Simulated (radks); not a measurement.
Q: The table gives one normalised radial function P(r) = r R(r) of Ti3+ in [Ar] 4p1 (r in bohr). Method: non-relativistic Kohn-Sham, MS2 meta-GGA, spin-unpolarised, spherical densities, point nucleus; meta-GGA in the generalised Kohn-Sham scheme; computed with a radial shooting solver on a logarithmic mesh with Libxc functionals.

r             P
0.003389  0.0000
0.005056  0.0000
0.007483  0.0000
0.01116   0.0001
0.01652   0.0003
0.02445   0.0010
0.03648   0.0029
0.05398   0.0084
0.07989   0.0229
0.1192    0.0598
0.1764    0.1395
0.2631    0.2916
0.3894    0.5178
0.5763    0.7719
0.8597    0.9137
1.272     0.7973
1.883     0.4840
2.809     0.1784
4.157     0.0324
6.202     0.0017
9.179     0.0000

Which n and l does it have? It may be an empty orbital.

A: n = 3, l = 2: the number of nodes gives n - l - 1 = 0, the rise at small r (about r^(l+1)) gives l, and the extent must fit the shell. The curve is that of 3d. 3d (empty): eigenvalue -41.412 eV, 0 radial nodes, <r> = 1.18 bohr, 90 % of the charge inside 1.93 bohr.
